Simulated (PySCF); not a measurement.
**From PBE0 to CCSD(T): MI along the third period**

PBE0 and CCSD(T) in PySCF with def2-SVP on every atom (core potentials on I), for the lowest determinant that a PBE0 search found; no spin–orbit coupling.

```tsv
molecule	state (unpaired electrons)	PBE0 Re (Å)	PBE0 ωe (cm⁻¹)	PBE0 De (eV)	CCSD(T) Re (Å)	CCSD(T) ωe (cm⁻¹)	CCSD(T) De (eV)
NaI	singlet (closed shell)	2.721	254	3.22	2.756	250	3.06
MgI	doublet (σ ↑)	2.612	304	2.29	?	?	?
AlI	singlet (closed shell)	2.551	319	3.92	2.543	327	3.68
SI	doublet (π ↑)	2.336	398	2.28	2.385	360	1.66
ICl	singlet (closed shell)	2.357	386	2.19	2.393	357	1.74
```

Problem. Estimate the CCSD(T) values of MgI by adding the mean shift from PBE0 to CCSD(T) of the other rows, and compare with the calculation.

Solution. The mean shifts are +2.8 pm, -16 cm⁻¹ and -0.37 eV, which give 2.640 Å, 288 cm⁻¹ and 1.92 eV. CCSD(T)/def2-SVP gives Re = 2.621 Å, ωe = 312 cm⁻¹, De = 1.98 eV.

Problem. What are the mean differences of PBE0 from CCSD(T) over the whole series?

Solution. Re -2.4 pm, ωe +11 cm⁻¹, De +0.36 eV.

In a basis of this size CCSD(T) is itself not converged; it tends to give bonds that are too long and too weak.

Correlated steps freeze the inner cores (5 to 9 orbitals); shallow outer-core shells are correlated. Correlated levels converge slowly with the basis: in double zeta they bind strong bonds too weakly, by up to about 1 eV, and carry superposition errors of some tenths. These are scalar-relativistic numbers at best; spin–orbit coupling would shift them, the dissociation energy most. Where the molecule has an RHF reference, its open-shell atoms are computed with UHF. States were picked by a PBE0 search and need not be the measured ground states.
